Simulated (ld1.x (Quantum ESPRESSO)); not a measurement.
# Sn, TM: configuration errors across variants

```
Element                 : tin (Sn)
Generator               : ld1.x (Quantum ESPRESSO) 7.5
Type                    : norm-conserving Troullier–Martins (Kleinman–Bylander form)
Functional              : PBE
Relativity              : scalar-relativistic
Frozen core             : [Kr] 4d10
Valence charge          : 4
Reference configuration : 5s2 5p1 (charge +1)
Partial waves           : 5p (bound): rc 2.10 bohr; 5d channel at 0.2 Ry: rc 1.85 bohr; 5s (bound): rc 2.00 bohr
Local potential         : the s channel
Core correction         : none
```

All-electron excitation energies from the reference (eV): (1) 5s2 5p2 -6.875; (2) 5s2 5p0 13.952; (3) 5s1 5p0 44.924; (4) 5s2 5p1.5 -4.259; (5) 5s1 5p3 0.104; (6) 5s1 5p2 7.649; (7) 5s0 5p4 7.311.

1 further variants failed, have other tests or too few solved ones, and are left out.

A true bound ghost makes a file unfit for plane-wave use even where its test errors are small: the radial tests pick states by their node count and pass the ghost by.

Errors AE − PS in meV (a dash: test not solved or not reliable):

| change | (1) | (2) | (3) | (4) | (5) | (6) | (7) | bound ghosts |
| --- | --- | --- | --- | --- | --- | --- | --- | --- |
| base | +8.9 | +22 | +177 | +3.2 | +37 | +21 | +100 | d |
| wave 5d channel at 0.2 Ry: rc 1.85 bohr becomes 5d channel at 4.87 Ry: rc 1.85 bohr | +8.9 | +22 | +177 | +3.2 | +37 | +21 | +100 | none |
| wave 5p (bound): rc 2.10 bohr becomes 5p (bound): rc 3.20 bohr | +7.9 | +15 | +154 | +2.8 | +41 | +28 | +117 | d |
| wave 5d channel at 0.2 Ry: rc 1.85 bohr becomes 5d channel at 0.2 Ry: rc 1.28 bohr | +8.9 | +22 | +177 | +3.2 | +37 | +21 | +100 | d |
| type TM semilocal; local potential the d channel | +9.2 | +22 | +177 | +3.3 | +37 | +21 | +100 | none |
| all radii scaled by about 1.23 (s 2.46, p 2.58, d 2.26 bohr) | +10 | +25 | +174 | +3.6 | +37 | +19 | +96 | d |
| wave 5s (bound): rc 2.00 bohr becomes 5s (bound): rc 1.22 bohr | +97 | -158 | -133 | +57 | +53 | -11 | +99 | p, d, s (extra level of the local part) |

Problem. Give the same row for: core correction a·sin(br)/r model core inside 2.24 bohr.

Solution. -6.0, -29, -209, -1.9, +0.9, -7.8, -5.9; bound ghosts: d.
